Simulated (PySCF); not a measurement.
SiSb: script and output

File input.py (PySCF 2.14):

```python
from pyscf import gto, scf, tdscf

mol = gto.M(
    atom='Si 0 0 0; Sb 0 0 2.604',
    basis='def2-svpd',
    ecp={'Sb': 'def2-svpd'},
    charge=0,
    spin=1,
    verbose=3,
)
mf = scf.UHF(mol)
mf.kernel()
td = tdscf.TDA(mf)
td.nstates = 4
td.kernel()
td.analyze(verbose=3)
mf.dip_moment()
print('orbital energies (hartree):', [e[max(0, n-3):n+3].round(4) for e, n in zip(mf.mo_energy, mol.nelec)])
```

```bash
$ python input.py
```

Output (some set-up lines and the per-cycle HOMO/LUMO lines with their warnings removed):

```
converged SCF energy = -527.995525475767  <S^2> = 0.78509285  2S+1 = 2.0347903
Excitation energies (eV)
[0.07261844 0.59111135 0.59111135 1.17604347]

** Excitation energies and oscillator strengths **
Excited State   1:      0.07262 eV  17073.38 nm  f=0.0000
Excited State   2:      0.59111 eV   2097.48 nm  f=0.0000
Excited State   3:      0.59111 eV   2097.48 nm  f=0.0000
Excited State   4:      1.17604 eV   1054.25 nm  f=0.0000
Dipole moment(X, Y, Z, Debye): -0.00000, -0.00000, -1.23225
orbital energies (hartree): [array([-0.3623, -0.2706, -0.2706, -0.0104, -0.0104,  0.0645]), array([-0.4946, -0.2652, -0.2652, -0.0493,  0.0008,  0.0008])]
```

In short: E(SCF) = -527.995525 Eh, ⟨S²⟩ = 0.785, μz(SCF) = -1.23 D, first excitations without spin–orbit coupling 0.07, 0.59, 0.59, 1.18 eV.

Wall time 2.3 s on one thread of a shared host.

At this level a UHF run with spin=3 ends 0.33 eV lower; the true order of the states can differ. The bond length is a typed value, not an optimised one. No search for the lowest solution was made.
